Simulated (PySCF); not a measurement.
## Radial density of Ru⁺ (ruthenium, charge +1)

M06-2X, [Kr] 4d7, high-spin 4F determinant. Calculation: PySCF 2.14, in def2-QZVPPD with the def2 core potential (28 electrons) (7s5p4d4f2g, 88 functions); a scalar-relativistic core potential. This is the valence pseudo-density: the core potential removes the inner electrons and smooths the orbitals near the nucleus.

| r (bohr) | 4πr²ρ (e/bohr) | 4πr²(ρα − ρβ) |
| --- | --- | --- |
| 0.0624 | 4.064e-05 | 0.0000 |
| 0.105 | 0.0002638 | 0.0000 |
| 0.177 | 0.002835 | 0.0004 |
| 0.297 | 0.05818 | 0.0085 |
| 0.500 | 1.714 | 0.1689 |
| 0.841 | 12.26 | 1.4156 |
| 1.41 | 9.182 | 2.0525 |
| 2.38 | 1.757 | 0.6180 |
| 4.00 | 0.1259 | 0.0300 |
| 6.73 | 0.001125 | 0.0000 |

Energies and moments cover only the electrons outside the core potential.
